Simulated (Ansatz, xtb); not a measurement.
Relative energy of two isomers of BrH6NSi2

We compare X, `N[Si@H]([SiH3])Br`, a singlet, with Y, `[SiH3]N[SiH2]Br`, a singlet. Both are isolated molecules in the gas phase, relaxed with PBE0-D3(BJ)/def2-SVP; the shapes shown needn't be the lowest conformers.

X (Å):

```xyz
10

Br   -2.5412    2.1665   -0.6458
N     0.6544    1.1503   -0.9999
Si   -0.6846    1.0876    0.0771
Si   -1.3556   -1.1348    0.3512
H     1.1675    2.0191   -1.1121
H     0.6134    0.6420   -1.8771
H    -0.2853    1.7899    1.3280
H    -2.5855   -1.1961    1.1951
H    -0.2749   -1.9506    0.9863
H    -1.6565   -1.7000   -1.0009
```

Y (Å):

```xyz
10

Br    3.5203    2.4538   -0.3827
N     0.2547    1.9494   -0.7517
Si   -0.5964    1.4866    0.7060
Si    1.7829    1.3769   -1.3059
H    -0.4619    2.4957    1.8012
H    -2.0521    1.3156    0.4161
H    -0.0056    0.1925    1.1530
H    -0.0837    2.7908   -1.2137
H     1.9258   -0.0518   -0.9251
H     1.8945    1.5989   -2.7720
```

Quicker runs give these differences E(Y) − E(X): GFN2-xTB −31.4 kcal/mol; HF/STO-3G −8.7 kcal/mol (at GFN2-xTB geometries); r2SCAN-D4/def2-SVP −9.7 kcal/mol (at GFN2-xTB geometries).

Q: Estimate E(Y) − E(X) at the level CCSD(T)/def2-SVP + ΔMP2/def2-TZVPP.

A: Calculated at CCSD(T)/def2-SVP + ΔMP2/def2-TZVPP: E(Y) − E(X) = −13.3 kcal/mol, so structure Y lies lower.

Level by level:

```
                             level              geometry  E(Y) − E(X) (kcal/mol)  departure from the last row (kcal/mol)  job, with rough time for the two
                          GFN2-xTB              GFN2-xTB                     −31.4                                   −18.0              optimisation, 0.28 s
                         HF/STO-3G              GFN2-xTB                      −8.7                                    +4.6              single point, 0.48 s
                r2SCAN-D4/def2-SVP              GFN2-xTB                      −9.7                                    +3.6               single point, 4.8 s
              PBE0-D3(BJ)/def2-SVP  PBE0-D3(BJ)/def2-SVP                      −8.4                                    +4.9                optimisation, 68 s
                       HF/def2-SVP  PBE0-D3(BJ)/def2-SVP                     −15.9                                    −2.6           part of the CCSD(T) run
                      MP2/def2-SVP  PBE0-D3(BJ)/def2-SVP                     −14.2                                    −0.9           part of the CCSD(T) run
                  CCSD(T)/def2-SVP  PBE0-D3(BJ)/def2-SVP                     −13.0                                    +0.4                      single point
CCSD(T)/def2-SVP + ΔMP2/def2-TZVPP  PBE0-D3(BJ)/def2-SVP                     −13.3                                                        single point, 40 s
```

As drawn, Y has 1 N–Si, 1 Si–H in place of 1 Si–Si, 1 N–H.

None of the levels shown reverses the order. The largest departure from CCSD(T)/def2-SVP + ΔMP2/def2-TZVPP is that of GFN2-xTB, 18.0 kcal/mol. The last row adds to CCSD(T) the change of the MP2 difference between the two basis sets, here −0.4 kcal/mol.

With harmonic frequencies from PBE0-D3(BJ)/def2-SVP (ideal gas, rigid rotor, one conformer each, 298.15 K, 1 atm): on the last row, ΔE + ΔZPE = −14.0 kcal/mol. A mode under 50 cm⁻¹ makes harmonic enthalpies and free energies unreliable, so none is given.

The correlated steps freeze 20 core orbitals; the filled d shell of Br is correlated, in a basis made for valence electrons. Run with Ansatz 0.2.0, xtb 6.7.1; the last row on 2 threads of Arm Neoverse V1 on a shared host.
